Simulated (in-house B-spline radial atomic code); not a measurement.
A run on an ion of nuclear charge 5 with 5.8 electrons that did not converge. Method: non-relativistic TPSSh, spin-polarised, spherical fractional occupations, point nucleus; computed with an all-electron radial atomic-structure program (B-spline basis).

Command:
```bash
python run_scf.py task.json out
```
Settings:
```
Z                5
configuration    [He] 2s2 2p1.8
hamiltonian      nr
method           tpssh
spin_polarised   True
```

First and last ten iterations of the last attempt (damped for 15 steps, keeping 80 % of the old Fock matrix, then DIIS):
```
 iter        energy (Eh)    residual
    1         -24.340982    3.21e-02
    2         -24.493965    5.09e-02
    3         -24.567092    3.75e-02
    4         -24.613927    2.70e-02
    5         -24.642618    1.89e-02
    6         -24.659279    1.26e-02
    7         -24.668400    8.22e-03
    8         -24.673108    6.10e-03
    9         -24.675417    4.42e-03
   10         -24.676522    3.15e-03
  111         -23.851721    1.05e-01
  112         -23.851086    1.05e-01
  113         -23.851385    1.02e-01
  114         -10.592075    1.17e-01
  115         -20.492470    7.56e-02
  116         -20.494935    7.50e-02
  117         -20.495650    7.47e-02
  118         -20.488521    7.73e-02
  119         -20.461532    8.72e-02
  120         -23.233858    2.06e-01
 not converged after 120 iterations
```

The smallest residual met was 2.6e-04; the threshold is about 1e-07. No energy from this run should be used. The likely cause: this method binds the added charge weakly or not at all at the basis-set limit, so charge moves back and forth between the atom and the box. Cost of the run: 1.6 s on 1 thread of Arm Neoverse V1 (shared host).
